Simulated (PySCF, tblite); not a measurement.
Species: C5H14N2SSi.
Numbering: `[CH3:1][S:2][C:3]1([Si:4]([CH3:5])([NH2:6])[NH2:7])[CH2:8][CH2:9]1` (hydrogens: H10, H11, H12 on C1; H13, H14, H15 on C5; H16, H17 on N6; H18, H19 on N7; H20, H21 on C8; H22, H23 on C9)

Geometry (GFN2-xTB, Å), atoms numbered from 1 in this order:
```xyz
23
C5H14N2SSi angstrom
C      2.524   -0.994    1.045
S      1.821    0.677    1.190
C      0.609    0.604   -0.158
Si    -1.087   -0.087    0.360
C     -2.086   -0.642   -1.148
N     -0.760   -1.473    1.344
N     -2.027    1.108    1.198
C      0.663    1.771   -1.107
C      1.181    0.442   -1.536
H      3.211   -1.030    0.204
H      3.059   -1.196    1.967
H      1.711   -1.700    0.907
H     -3.111   -0.847   -0.863
H     -2.105    0.120   -1.919
H     -1.674   -1.546   -1.582
H     -0.253   -1.312    2.200
H     -1.537   -2.086    1.533
H     -2.485    1.830    0.664
H     -1.629    1.515    2.030
H      1.378    2.555   -0.906
H     -0.268    2.128   -1.525
H      0.611   -0.135   -2.249
H      2.250    0.327   -1.640
```

Computed with PBE0/pcSseg-1 in PySCF (dipole) on a GFN2-xTB geometry, gas phase.

Masses are those of the commonest isotopes; rigid-rotor values at the optimised geometry. The values belong to one conformer with, in the numbering `[CH3:1][S:2][C:3]1([Si:4]([CH3:5])([NH2:6])[NH2:7])[CH2:8][CH2:9]1`, C1–S2–C3–Si4 88°, S2–C3–Si4–C5 -162°, C3–Si4–N6–H 62° and -166°, C3–Si4–N7–H 78° and -58°.

What are A, B and C (GHz)?

Ia = 330.43, Ib = 543.68, Ic = 632.19 u·Å²; 505379 MHz·u·Å²/I gives 1529, 929.6 and 799.4 MHz, that is A = 1.5294, B = 0.9296, C = 0.7994 GHz.

Classify the top.

An asymmetric top: κ = (2 × 929.6 − 1529 − 799.4)/(1529 − 799.4) = -0.64.

Is it planar, by Δ = Ic − Ia − Ib?

Not planar: Δ = Ic − Ia − Ib = -241.92 u·Å². For a rigid frame Δ = −2 Σ m c², so Σ m c² = 120.96 u·Å² lies off the ab plane: 27.71 from hydrogen and 93.25 from heavier atoms. The atom farthest from that plane is 2.32 Å away.

Which lines would a microwave search look for?

The dipole components are |μa| = 0.81 D, |μb| = 0.02 D, |μc| = 0.32 D. The squared components, which scale the intensities, stand as 1.00 : 0.00 : 0.16 (a : b : c). Some lines, for components of 0.1 D or more:

| type | branch | J(Ka,Kc) | MHz | lower level (cm⁻¹) |
| --- | --- | --- | --- | --- |
| c | Q | 2(1,2) ← 2(0,2) | 489 | 0.172 |
| c | Q | 1(1,1) ← 1(0,1) | 600 | 0.058 |
| a | Q | 3(1,2) ← 3(1,3) | 779 | 0.355 |
| c | Q | 4(2,3) ← 4(1,3) | 1386 | 0.619 |
| c | Q | 2(2,1) ← 2(1,1) | 1800 | 0.202 |
| c | R | 1(1,0) ← 0(0,0) | 2459 | 0.000 |
| a | R | 3(0,3) ← 2(0,2) | 5114 | 0.172 |
| a | R | 3(2,2) ← 2(2,1) | 5187 | 0.262 |
| a | R | 3(2,1) ← 2(2,0) | 5260 | 0.262 |
| c | R | 2(2,1) ← 1(1,1) | 5518 | 0.078 |
| a | R | 4(1,4) ← 3(1,3) | 6622 | 0.355 |
| a | R | 4(3,1) ← 3(3,0) | 6959 | 0.546 |
| a | R | 4(2,2) ← 3(2,1) | 7070 | 0.438 |
| c | R | 4(2,2) ← 3(1,2) | 8780 | 0.381 |
| c | R | 4(3,2) ← 3(2,2) | 10285 | 0.435 |

Estimate the classical rotational partition function at 100 K, 200 K and 298.15 K.

Point group C1, symmetry number σ = 1; q = (√π/σ)·√((kT/h)³/(ABC)), k/h = 20836.6 MHz/K: 158000 at 100 K, 447000 at 200 K, 814000 at 298.15 K.

Its GFN2-xTB frequencies are all real (lowest 23 cm⁻¹). These are rigid-rotor constants of the computed structure; measured ground-state constants (B0) also hold zero-point vibration. A rigid rotor knows nothing of inversion at nitrogen or internal rotation, which can split or shift real lines. Quadrupole hyperfine structure (14N) is left out.
